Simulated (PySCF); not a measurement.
# Ionising LiCd

UHF-CCSD(T); Li def2-TZVP, Cd def2-TZVP with ECP28; scalar-relativistic core potentials (PySCF 2.14). Neutral (UHF): doublet (σ ↑), Re = 3.403 Å, ωe = 64.8 cm⁻¹, De = 0.03 eV.

LiCd⁺ (RHF): singlet (closed shell), Re = 2.810 Å, ωe = 243 cm⁻¹, De = 0.58 eV to Li⁺ + Cd. The energies at the minima are -174.83743 hartree for LiCd and -174.65997 for LiCd⁺.

**Question.** Work out the adiabatic ionisation energy, without and with harmonic zero-point energies (1 hartree = 27.2114 eV, 1 eV = 8065.5 cm⁻¹), and the change of the bond length.

**Answer.** At CCSD(T): 0.17746 hartree = 4.829 eV between the minima; the zero-point term (243.0 − 64.8)/2 cm⁻¹ = +0.011 eV makes it 4.840 eV. Re changes by -59.3 pm against the neutral. The electron leaves a σ orbital, and the shorter bond of the ion fits an antibonding orbital, or a change in how ionic the bond is.

Correlated steps freeze no core orbitals. Weak bonds: LiCd. Basis-set superposition, not corrected here, can be much of De in a small basis, most of all at correlated wavefunction levels. For an ion De counts to the pair picked by the measured ionisation energies or electron affinities, which need not be the lowest pair at this level. States were picked by a PBE0 search and need not be the measured ground states.

Neutral and ion stand on different kinds of reference determinant, which adds to the error of the difference.
